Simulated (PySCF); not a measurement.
PySCF input (M06-2X/6-31G* (5d)):

```python
from pyscf import gto, dft

mol = gto.M(
    atom='''
    Si   -2.13123200   -0.14210100    0.06557200
    Si    0.12864000    0.06269900   -0.58938900
    Cl    1.15973400   -1.62466300    0.04475000
    Cl    0.94610100    1.72220200    0.35416100
    H    -2.22692500   -0.28427000    1.53733300
    H    -2.84496600    1.07481600   -0.38119600
    H    -2.69101200   -1.33708700   -0.60417200
    ''',
    basis='6-31g*',
    charge=0,
    spin=1,
    verbose=4,
)

mf = dft.UKS(mol, xc='m062x')
mf.grids.level = 4
mf.conv_tol = 1e-9
mf.max_cycle = 100
mf.max_memory = 1500
mf.kernel()
if not mf.converged:
    mf = mf.newton()
    mf.kernel(mf.make_rdm1())
mo, _, stable, _ = mf.stability(return_status=True)
if not stable:
    mf.kernel(mf.make_rdm1(mo, mf.mo_occ))
    stable = mf.stability(return_status=True)[2]
mf.dip_moment()
```

From the output:

```
    S. Lehtola, C. Steigemann, M. J. T. Oliveira, and M. A. L. Marques,  SoftwareX 7, 1–5 (2018)
XC functionals = m062x
    Y. Zhao and D. G. Truhlar,  Theor. Chem. Acc. 120, 215 (2008)
    Y. Zhao and D. G. Truhlar,  Theor. Chem. Acc. 120, 215 (2008)
radial grids:
    Treutler-Ahlrichs [JCP 102, 346 (1995); DOI:10.1063/1.469408] (M4) radial grids

becke partition: Becke, JCP 88, 2547 (1988); DOI:10.1063/1.454033
pruning grids: <function nwchem_prune>
grids dens level: 4
symmetrized grids: False
atomic radii adjust function: <function treutler_atomic_radii_adjust>
small_rho_cutoff = 0
Set gradient conv threshold to 3.16228e-05
tot grids = 162344
init E= -1501.19994309155
  alpha nocc = 33  HOMO = -0.162849058272945  LUMO = -0.0170007167521744
  beta  nocc = 32  HOMO = -0.332975505497302  LUMO = -0.162849058272946

WARN: HOMO -0.162849058272945 >= LUMO -0.162849058272946

cycle= 1 E= -1501.0129437424  delta_E= 0.187  |g|= 0.258  |ddm|= 1.77
  alpha nocc = 33  HOMO = -0.293941851510855  LUMO = -0.0181862656307759
  beta  nocc = 32  HOMO = -0.357619337379788  LUMO = -0.143776554652273
  HOMO = -0.293941851511  LUMO = -0.143776554652  gap/eV = 4.08621
cycle= 2 E= -1501.02264401646  delta_E= -0.0097  |g|= 0.256  |ddm|= 0.77
  alpha nocc = 33  HOMO = -0.265798994951163  LUMO = 0.0145310982463616
  beta  nocc = 32  HOMO = -0.362198636560995  LUMO = -0.0998884096110904
  HOMO = -0.265798994951  LUMO = -0.0998884096111  gap/eV = 4.51466
cycle= 3 E= -1501.066780405  delta_E= -0.0441  |g|= 0.0178  |ddm|= 0.37
  alpha nocc = 33  HOMO = -0.269685383231124  LUMO = 0.0192205975214119
  beta  nocc = 32  HOMO = -0.361226769831893  LUMO = -0.0909228813463894
  HOMO = -0.269685383231  LUMO = -0.0909228813464  gap/eV = 4.86438
cycle= 4 E= -1501.06756377402  delta_E= -0.000783  |g|= 0.00653  |ddm|= 0.0761
  alpha nocc = 33  HOMO = -0.271122067920037  LUMO = 0.019098799891628
  beta  nocc = 32  HOMO = -0.361972542774572  LUMO = -0.0892643590788487
  HOMO = -0.27112206792  LUMO = -0.0892643590788  gap/eV = 4.94860
cycle= 5 E= -1501.06768243934  delta_E= -0.000119  |g|= 0.00311  |ddm|= 0.0282
  alpha nocc = 33  HOMO = -0.272034283474576  LUMO = 0.0188737389995758
  beta  nocc = 32  HOMO = -0.36202099587471  LUMO = -0.0892690450107394
  HOMO = -0.272034283475  LUMO = -0.0892690450107  gap/eV = 4.97330
cycle= 6 E= -1501.06770741014  delta_E= -2.5e-05  |g|= 0.000985  |ddm|= 0.0137
  alpha nocc = 33  HOMO = -0.27201341438157  LUMO = 0.0189949468854383
  beta  nocc = 32  HOMO = -0.361905271778485  LUMO = -0.0889772467546346
  HOMO = -0.272013414382  LUMO = -0.0889772467546  gap/eV = 4.98067
cycle= 7 E= -1501.06771091641  delta_E= -3.51e-06  |g|= 0.000321  |ddm|= 0.00556
  alpha nocc = 33  HOMO = -0.272066910020857  LUMO = 0.0189603338925183
  beta  nocc = 32  HOMO = -0.361931343068299  LUMO = -0.0889791225746162
  HOMO = -0.272066910021  LUMO = -0.0889791225746  gap/eV = 4.98207
cycle= 8 E= -1501.06771112326  delta_E= -2.07e-07  |g|= 0.000102  |ddm|= 0.00117
  alpha nocc = 33  HOMO = -0.272067216236028  LUMO = 0.0189668739164549
  beta  nocc = 32  HOMO = -0.361916575485139  LUMO = -0.0889810066659333
  HOMO = -0.272067216236  LUMO = -0.0889810066659  gap/eV = 4.98203
cycle= 9 E= -1501.06771114713  delta_E= -2.39e-08  |g|= 2.65e-05  |ddm|= 0.000479
  alpha nocc = 33  HOMO = -0.272067710979404  LUMO = 0.018961768225325
  beta  nocc = 32  HOMO = -0.36191964148181  LUMO = -0.088985723264835
  HOMO = -0.272067710979  LUMO = -0.0889857232648  gap/eV = 4.98191
cycle= 10 E= -1501.06771114862  delta_E= -1.49e-09  |g|= 9.5e-06  |ddm|= 9.48e-05
  alpha nocc = 33  HOMO = -0.272065916002925  LUMO = 0.0189632752633278
  beta  nocc = 32  HOMO = -0.361917352486229  LUMO = -0.0889841057431107
  HOMO = -0.272065916003  LUMO = -0.0889841057431  gap/eV = 4.98191
cycle= 11 E= -1501.06771114879  delta_E= -1.75e-10  |g|= 3.53e-06  |ddm|= 2.97e-05
  alpha nocc = 33  HOMO = -0.272066842986802  LUMO = 0.0189623888316554
  beta  nocc = 32  HOMO = -0.361917997297327  LUMO = -0.0889847845836886
  HOMO = -0.272066842987  LUMO = -0.0889847845837  gap/eV = 4.98192
Extra cycle  E= -1501.06771114882  delta_E= -3.05e-11  |g|= 2.08e-06  |ddm|= 1.14e-05
converged SCF energy = -1501.06771114882  <S^2> = 0.75315436  2S+1 = 2.0031519
uhf_internal: lowest eigs of H = [0.28848798 0.32165129 0.3267134 ]
<class 'pyscf.dft.uks.UKS'> wavefunction is stable in the internal stability analysis
Dipole moment(X, Y, Z, Debye): -2.12292, -0.05690, -0.85191
```

The geometry given is a B3LYP-D3(BJ)/def2-TZVP minimum.
